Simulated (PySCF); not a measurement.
Calcium monoxide, CaO.
Structure used (PBE0-D3(BJ)/def2-SVP), in Å, numbered top down from 1:
```
atom  x, y, z in Å
O1     0.904   -0.003   -0.009
Ca2   -0.899    0.005   -0.019
```

Level: CAM-B3LYP/def2-SVPD in PySCF, non-relativistic, on one gas-phase PBE0-D3(BJ)/def2-SVP geometry that isn't relaxed in the solvent. The solvent is an IEF-PCM continuum (cavity from Bondi-type radii × 1.2), and excitations are vertical TDDFT with non-equilibrium linear response and a frozen core. Specific hydrogen bonds and non-electrostatic terms are outside this model.

Gas-phase singlets (H = HOMO, L = LUMO):

| state | E (eV) | λ (nm) | f | leading configurations |
| --- | --- | --- | --- | --- |
| S1 | 1.939 | 639 | 0.039 | H→L 89% |
| S2 | 2.083 | 595 | 0.005 | H-2→L 73%, H-1→L 21% |
| S3 | 2.083 | 595 | 0.005 | H-1→L 73%, H-2→L 21% |
| S4 | 3.623 | 342 | 0.013 | H→L+2 96% |
| S5 | 3.623 | 342 | 0.013 | H→L+1 96% |

Task: How does the list change in benzene (ε = 2.271)?

Result: 
| state | E (eV) | λ (nm) | f | leading configurations | change by rank (eV) |
| --- | --- | --- | --- | --- | --- |
| S1 | 2.592 | 478 | 0.030 | H→L 91% | +0.653 |
| S2 | 2.843 | 436 | 0.015 | H-1→L 92% | +0.760 |
| S3 | 2.843 | 436 | 0.015 | H-2→L 92% | +0.760 |
| S4 | 4.418 | 281 | 0.004 | H→L+2 65%, H→L+1 30% | +0.795 |
| S5 | 4.418 | 281 | 0.004 | H→L+1 65%, H→L+2 30% | +0.795 |

Task: How do the frontier levels move from gas to benzene?

Result: 
| orbital | gas (eV) | solvent (eV) | change (eV) |
| --- | --- | --- | --- |
| LUMO+2 | 0.20 | 0.53 | +0.33 |
| LUMO+1 | 0.20 | 0.53 | +0.33 |
| LUMO | -1.42 | -1.01 | +0.41 |
| HOMO | -6.14 | -6.60 | -0.46 |
| HOMO-1 | -6.45 | -6.85 | -0.40 |
| HOMO-2 | -6.45 | -6.85 | -0.40 |
| HOMO-3 | -20.61 | -20.98 | -0.37 |

The HOMO–LUMO gap goes from 4.72 to 5.59 eV.
